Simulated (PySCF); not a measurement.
2-chloro-3-fluorobuta-1,3-diene (C4H4ClF), SMILES C(F)(=C)C(=C)Cl.

Geometry optimised at r2SCAN-D4/def2-SVP. Other conformers were not sampled.

All values below come from PySCF with SMD-PBE0/6-31G*.

Solvation free energies are E(SMD) − E(gas) at the gas-phase geometry, for 1 M in both phases. In vacuum the dipole moment is 0.30 D.

Task: Rank water, dichloromethane, toluene by solvation free energy, most negative first.

Result: dichloromethane (-3.3 kcal/mol), toluene (-2.3 kcal/mol), water (1.5 kcal/mol)
